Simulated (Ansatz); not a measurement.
Species: GaH2 (charge +1, singlet). 
Coordinates optimised at B3LYP-D3(BJ)/def2-TZVP (Ansatz, an electronic-structure program):
```xyz
3

Ga     0.0000     0.0000     0.0000
H      0.0000     0.0000    -1.5293
H      0.0000     0.0000     1.5293
```
Charge +1, spin multiplicity 1.

Basis-set convergence of Hartree-Fock and CCSD(T) correlation energies (hartree) with Ansatz. Cores are frozen in the correlated levels unless marked. No spin-orbit coupling. Frozen are the shells of the preceding noble gas and the d and f shells that filled before the atom's block. No relativistic terms.

```csv
basis,functions,E(HF),"E(corr, CCSD(T))"
aug-cc-pVDZ,54,-1924.08715,-0.06820
aug-cc-pVTZ,105,-1924.15880,-0.07582
aug-cc-pVQZ,185,-1924.16176,-0.07808
```

Extrapolating the two largest sets (X = 3 and 4) as X^-3: E(corr) = (64·(-0.07808) - 27·(-0.07582))/37 = -0.0797 Eh, an estimate of the basis-set limit. The largest set recovers 97.9 % of it, the smallest 85.5 %.
